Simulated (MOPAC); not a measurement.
MOPAC input (PM7):

```
PM7 FORCE THERMO(298,298) PRECISE LET UHF MS=0.5 GEO-OK AUX(PRECISION=9) THREADS=1
CHO

C     0.02690379 1   -0.01456625 1   -0.55696948 1
O    -0.09943907 1   -0.01146467 1    0.59657793 1
H     0.68944566 1    0.20445957 1   -1.33838458 1
```

From the output:

```
     H    3   3.392114   0.641344   3.908627

          HEAT OF FORMATION =      -3.011400 KCALS/MOLE

          ZERO POINT ENERGY       7.777 KCAL/MOL

           NORMAL COORDINATE ANALYSIS (Total motion = 1 Angstrom)

   Root No.       1         2         3

                 1 A'      2 A'      3 A'

                 777.5    1986.7    2675.5

   x  C    1   -0.0230    0.2975   -0.0905
   y  C    1   -0.1203    0.0119    0.0349
   z  C    1    0.0000   -0.0000   -0.0000
   x  O    2   -0.0121   -0.2488    0.0209
   y  O    2    0.0471    0.0040    0.0033
   z  O    2   -0.0000   -0.0000   -0.0000
   x  H    3    0.4663    0.4042    0.7467
   y  H    3    0.6853   -0.2056   -0.4690
   z  H    3   -0.0000    0.0000    0.0000

           MASS-WEIGHTED COORDINATE ANALYSIS (NORMAL COORDINATES)

   Root No.       1         2         3

                 1 A'      2 A'      3 A'

                 777.5    1986.7    2675.5

   x  C    1   -0.0835    0.6854   -0.3300
   y  C    1   -0.4368    0.0274    0.1273
   z  C    1    0.0000   -0.0000   -0.0000
   x  O    2   -0.0508   -0.6616    0.0880
   y  O    2    0.1975    0.0107    0.0140
   z  O    2   -0.0000   -0.0000   -0.0000
   x  H    3    0.4907    0.2698    0.7885
   y  H    3    0.7210   -0.1373   -0.4952
   z  H    3   -0.0000    0.0000    0.0000

          DESCRIPTION OF VIBRATIONS

 VIBRATION          1    1A'         ATOM PAIR     ENERGY CONTRIBUTION    RADIAL
 FREQUENCY           777.52         C 1 -- H 3         +92.5% ( 96.3%)      2.8%
 TRANSITION DIPOLE   0.2092         C 1 -- O 2          +7.5% ( 27.5%)      0.3%
 TRAVEL (Ang.)       0.2833
 REDUCED MASS        1.0807
 EFFECTIVE MASS      2.7121
 FORCE CONSTANT      0.3849

 VIBRATION          2    2A'         ATOM PAIR     ENERGY CONTRIBUTION    RADIAL
 FREQUENCY          1986.75         C 1 -- O 2         +75.0% ( 98.4%)    100.0%
 TRANSITION DIPOLE   1.7269         C 1 -- H 3         +25.0% ( 56.8%)     28.8%
 TRAVEL (Ang.)       0.0769
 REDUCED MASS        5.7346
 EFFECTIVE MASS     13.0149
 FORCE CONSTANT     13.3365

 VIBRATION          3    3A'         ATOM PAIR     ENERGY CONTRIBUTION    RADIAL
 FREQUENCY          2675.51         C 1 -- H 3         +94.2% ( 99.3%)     98.6%
 TRANSITION DIPOLE   0.5045         C 1 -- O 2          +5.8% ( 24.7%)     93.1%
 TRAVEL (Ang.)       0.1632
 REDUCED MASS        0.9465
 EFFECTIVE MASS      2.0722
 FORCE CONSTANT      3.9921

      SYMMETRY NUMBER FOR POINT-GROUP Cs  =  1

          SYSTEM IS A GROUND STATE

 CHO

          MOLECULE IS NOT LINEAR

          THERE ARE  3 GENUINE VIBRATIONS IN THIS SYSTEM
          THIS THERMODYNAMICS CALCULATION IS LIMITED TO
          MOLECULES WHICH HAVE NO INTERNAL ROTATIONS

                    CALCULATED THERMODYNAMIC PROPERTIES
                                          *
   TEMP. (K)   PARTITION FUNCTION   H.O.F.    ENTHALPY  HEAT CAPACITY ENTROPY
                                   KCAL/MOL   CAL/MOLE    CAL/K/MOL  CAL/K/MOL

 298.00  VIB.     0.1024D+01                    53.7299     0.7011     0.2275
         ROT.     0.4838D+03                   888.2803     2.9808    15.2652
         INT.     0.4955D+03                   942.0102     3.6819    15.4928
         TRA.     0.1511D+27                  1480.4672     4.9680    36.0278
         TOT.                       -3.011    2422.4774     8.6500    51.5205

   *: NOTE: HEATS OF FORMATION ARE RELATIVE TO THE
            ELEMENTS IN THEIR STANDARD STATE AT 298K
              (=  Standard Enthalpy of Formation).

            Hvib:  Zero-point energy is not included.
                   frequencies of less than zero cm-1 are not included.
            Hrot = (3/2)RT
            Htra = (3/2)RT + pV = (5/2)RT

            Heat capacity is Cp, not Cv

          For more information, see: HTTP://OpenMOPAC.net/Manual/thermochemistry.html

           FORCE CONSTANT IN CARTESIAN COORDINATES (Millidynes/A)

    ATOM   CHEMICAL       X               Y               Z
   NUMBER   SYMBOL  FORCE CONSTANT  FORCE CONSTANT  FORCE CONSTANT

      1       C       18.667446        1.671039        0.007600
      2       O       16.823360        0.238097        0.001162
      3       H        2.900057        1.271592        0.001468

 **********************
 *                    *
 * JOB ENDED NORMALLY *
 *                    *
 **********************

 == MOPAC DONE ==
```
